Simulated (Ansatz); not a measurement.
Ansatz (a quantum-chemistry and plane-wave program) input for BrF2GeHO, SMILES [OH][Ge]([F])([F])[Br], r2SCAN-D4/def2-SVP. 

Ansatz 0.2 input:
```yaml
crystal:
  periodic: [false, false, false]
  atoms:
    - {symbol: O, position_ang: [1.98787625, -0.03312811, -0.34812362]}
    - {symbol: Ge, position_ang: [0.39237007, -0.49247769, 0.00972649]}
    - {symbol: F, position_ang: [0.36855912, -1.32734873, 1.52038739]}
    - {symbol: F, position_ang: [-0.09798401, -1.74087967, -1.07477924]}
    - {symbol: Br, position_ang: [-0.95907218, 1.26688049, -0.03395844]}
    - {symbol: H, position_ang: [2.67349831, -0.70245078, -0.34818669]}
basis:
  gaussian:
    orbitals: def2-SVP
hamiltonian:
  xc: r2scan
  dispersion: d4
relax: {f_tol: 0.002, max_steps: 200}
```

Program output:

```
WARN ansatz: RAYON_NUM_THREADS=1 ignored (pool sized by the plan → 1); use --threads N
Functional definition: r2SCAN
integrals: 0.06 GiB planned
1193 factors; their error is unknown
mean field: 0.33 GiB planned
mean field evaluation 1: about -134033.2376 eV, gradient 6.7e1 eV
mean field evaluation 2: about -134012.1013 eV, gradient 1.3e2 eV
mean field evaluation 4: about -134040.3172 eV, gradient 7.9e0 eV
mean field evaluation 8: about -134040.3191 eV, gradient 1.1e-1 eV
mean field evaluation 16: about -134040.3191 eV, gradient 7.2e-5 eV
mean field -134040.31911727 eV, -4925.8908717683 hartree, gradient 7.2e-5 eV, S^2 0.000000; 0 other end points of the search recorded, 0 dependent functions left out
the calculation of the forces begins
reference -134040.31912506 eV, -4925.8908720545 hartree; 47, 47 occupied and 64, 64 virtual orbitals, 1193 factors
relax step   1: F+E_penalty+E_count = -134040.35311380 eV  Δ(F+E_penalty+E_count) = +0.000e0 eV  max|allowed force component| = 1.216e0 eV/Å  Δτ_max = 0.0000 Å  (27 SCF iters, accepted)
these checks for a lower state are left out or cut short: starts, cluster_reference, orbital_swaps, neighbouring_geometries, increment
integrals: 0.06 GiB planned
1193 factors; their error is unknown
mean field: 0.33 GiB planned
mean field -134040.36292444 eV, -4925.8924816519 hartree, gradient 8.8e-5 eV, S^2 0.000000; 0 other end points of the search recorded, 0 dependent functions left out
the calculation of the forces begins
reference -134040.36293222 eV, -4925.8924819378 hartree; 47, 47 occupied and 64, 64 virtual orbitals, 1193 factors
relax step   2: F+E_penalty+E_count = -134040.39686997 eV  Δ(F+E_penalty+E_count) = -4.376e-2 eV  max|allowed force component| = 5.016e-1 eV/Å  Δτ_max = 0.0343 Å  (27 SCF iters, accepted)
these checks for a lower state are left out or cut short: starts, cluster_reference, orbital_swaps, neighbouring_geometries, increment
integrals: 0.06 GiB planned
1193 factors; their error is unknown
mean field: 0.33 GiB planned
mean field -134040.37418286 eV, -4925.8928953911 hartree, gradient 7.9e-5 eV, S^2 0.000000; 0 other end points of the search recorded, 0 dependent functions left out
the calculation of the forces begins
reference -134040.37419063 eV, -4925.8928956768 hartree; 47, 47 occupied and 64, 64 virtual orbitals, 1193 factors
relax step   3: F+E_penalty+E_count = -134040.40810366 eV  Δ(F+E_penalty+E_count) = -1.123e-2 eV  max|allowed force component| = 1.437e-1 eV/Å  Δτ_max = 0.0156 Å  (27 SCF iters, accepted)
these checks for a lower state are left out or cut short: starts, cluster_reference, orbital_swaps, neighbouring_geometries, increment
integrals: 0.06 GiB planned
1193 factors; their error is unknown
mean field: 0.33 GiB planned
mean field -134040.37778229 eV, -4925.8930276677 hartree, gradient 7.4e-5 eV, S^2 0.000000; 0 other end points of the search recorded, 0 dependent functions left out
the calculation of the forces begins
reference -134040.37779004 eV, -4925.8930279528 hartree; 47, 47 occupied and 64, 64 virtual orbitals, 1193 factors
relax step   4: F+E_penalty+E_count = -134040.41169200 eV  Δ(F+E_penalty+E_count) = -3.588e-3 eV  max|allowed force component| = 9.287e-2 eV/Å  Δτ_max = 0.0207 Å  (27 SCF iters, accepted)
these checks for a lower state are left out or cut short: starts, cluster_reference, orbital_swaps, neighbouring_geometries, increment
integrals: 0.06 GiB planned
1193 factors; their error is unknown
mean field: 0.33 GiB planned
mean field evaluation 32: about -134040.4722 eV, gradient 1.9e0 eV
mean field -134040.37913529 eV, -4925.8930773896 hartree, gradient 5.9e-5 eV, S^2 0.000000; 0 other end points of the search recorded, 0 dependent functions left out
the calculation of the forces begins
reference -134040.37914302 eV, -4925.8930776738 hartree; 47, 47 occupied and 64, 64 virtual orbitals, 1193 factors
relax step   5: F+E_penalty+E_count = -134040.41302887 eV  Δ(F+E_penalty+E_count) = -1.337e-3 eV  max|allowed force component| = 4.360e-2 eV/Å  Δτ_max = 0.0316 Å  (27 SCF iters, accepted)
these checks for a lower state are left out or cut short: starts, cluster_reference, orbital_swaps, neighbouring_geometries, increment
integrals: 0.06 GiB planned
1193 factors; their error is unknown
mean field: 0.33 GiB planned
mean field -134040.37952826 eV, -4925.8930918309 hartree, gradient 5.9e-5 eV, S^2 0.000000; 0 other end points of the search recorded, 0 dependent functions left out
the calculation of the forces begins
reference -134040.37953599 eV, -4925.8930921152 hartree; 47, 47 occupied and 64, 64 virtual orbitals, 1193 factors
relax step   6: F+E_penalty+E_count = -134040.41343515 eV  Δ(F+E_penalty+E_count) = -4.063e-4 eV  max|allowed force component| = 9.383e-3 eV/Å  Δτ_max = 0.0105 Å  (28 SCF iters, accepted)
these checks for a lower state are left out or cut short: starts, cluster_reference, orbital_swaps, neighbouring_geometries, increment
integrals: 0.06 GiB planned
1193 factors; their error is unknown
mean field: 0.33 GiB planned
mean field -134040.37953872 eV, -4925.8930922155 hartree, gradient 4.5e-5 eV, S^2 0.000000; 0 other end points of the search recorded, 0 dependent functions left out
the calculation of the forces begins
reference -134040.37954646 eV, -4925.8930924998 hartree; 47, 47 occupied and 64, 64 virtual orbitals, 1193 factors
relax step   7: F+E_penalty+E_count = -134040.41344445 eV  Δ(F+E_penalty+E_count) = -9.298e-6 eV  max|allowed force component| = 1.202e-3 eV/Å  Δτ_max = 0.0012 Å  (20 SCF iters, accepted)
integrals: 0.06 GiB planned
1193 factors; their error is unknown
mean field: 0.33 GiB planned
mean field evaluation 64: about -134040.3795 eV, gradient 1.3e-5 eV
mean field -134040.37953872 eV, -4925.8930922155 hartree, gradient 4.5e-5 eV, S^2 0.000000; 1 other end points of the search recorded, 0 dependent functions left out
the calculation of the forces begins
reference -134040.37954646 eV, -4925.8930924998 hartree; 47, 47 occupied and 64, 64 virtual orbitals, 1193 factors
Total energy: -134040.41345218 eV, -4925.8943385123 hartree
Atom 0 at     2.029346     0.001914    -0.358104 Å, force     0.000267    -0.000218     0.000168 eV/Å
Atom 1 at     0.406014    -0.514151     0.011676 Å, force    -0.000673    -0.000298     0.000205 eV/Å
Atom 2 at     0.362065    -1.305137     1.540080 Å, force    -0.000172     0.000689    -0.000653 eV/Å
Atom 3 at    -0.104973    -1.728087    -1.096820 Å, force     0.000102     0.000815     0.000435 eV/Å
Atom 4 at    -0.984912     1.252141    -0.026052 Å, force     0.000658    -0.001202     0.000045 eV/Å
Atom 5 at     2.657709    -0.736085    -0.345715 Å, force    -0.000182     0.000215    -0.000200 eV/Å
Dipole moment:     0.254603     0.042822    -0.050189 e Å
```

The run converged.
